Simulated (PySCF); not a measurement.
H₂WN + 2 F₂ → WNF₂ + 2 HF

Level: PBE0 in the def2-TZVP basis family, computed in PySCF with density fitting; scalar-relativistic core potentials for atoms from Rb on, none lighter, no spin–orbit coupling; open shells unrestricted.

```tsv
species	state and structure	E (Eh)	ZPE (kJ/mol)	H(298 K) − H(0) (kJ/mol)	S° (J/(mol K))
H₂WN	doublet, Cs, W–H 1.710 Å (×2), W–N 1.650 Å; H–W–H 113.6°, H–W–N 97.8° (×2)	-122.91068	43.2	10.9	271.1
F₂	singlet, D∞h, F–F 1.376 Å	-199.40856	6.6	8.7	201.9
WNF₂	doublet, Cs, W–F 1.864 Å (×2), W–N 1.655 Å; F–W–F 135.2°, F–W–N 107.3° (×2)	-321.44994	19.0	15.0	320.4
HF	singlet, C∞v, H–F 0.920 Å	-100.39188	24.9	8.7	173.6
```

Q: What is the electronic reaction energy?

A: At PBE0/def2-TZVP, ΔE = -1328.2 kJ/mol from the differences of the total energies times 2625.5, downhill. 

Q: Add zero-point, thermal and entropy terms for 298.15 K and 1 bar.

A: ΔZPE = 12.4 and Δ[H(298) − H(0)] = 4.1 kJ/mol give ΔH° = -1311.7 kJ/mol. ΔS° = -7.3 J/(mol K), so ΔG° = -1311.7 − 298.15 × (-0.0073) = -1310 kJ/mol.

Spin–orbit coupling can matter for H₂WN, WNF₂ and is left out. Open d or f shells are single determinants, so the state found may not be the ground state. Each species is the lowest minimum found with this bonding; other isomers or fragments can lie lower.
